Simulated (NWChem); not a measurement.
System: C4H5, doublet; SMILES [CH]=CC=C

```xyz
9

C     -0.0653     1.9287     0.0000
C      0.4121     0.6963     0.0000
C     -0.4016    -0.5260     0.0000
C      0.1141    -1.7631     0.0000
H     -1.0374     2.4066     0.0000
H      1.4952     0.5458     0.0000
H     -1.4820    -0.3898     0.0000
H      1.1884    -1.9333     0.0000
H     -0.5202    -2.6444     0.0000
```
Atoms are numbered in this order, from 1.

Computed with NWChem. Pople sets run with spherical d functions. Spin-unrestricted. In the optimisation the excess spin sits in a' (Cs, its own frame). All runs use the structure optimised with B3LYP/6-31G* (spherical d), spin-unrestricted. No stability test was run on the SCF state. Level MN15/6-31G*: energy and gradient on several grids; changes count from the extra-fine grid, which is no exact limit either.

**Question.** Which is the coarsest grid (coarse; fine; xfine; xcoarse; medium) from which on the energy stays within 50 μHa and each gradient component within 100 μHa/bohr of xfine?

**Answer.** medium.
```csv
grid,size of the energy change (μHa),largest change of a gradient component (μHa/bohr),"time, medium = 1 (rough)"
xcoarse,60000,2000,about 1
coarse,1000,100,about 1
medium,20,30,about 1
fine,< 10,< 30,about 1
xfine,< 10,< 30,3
```
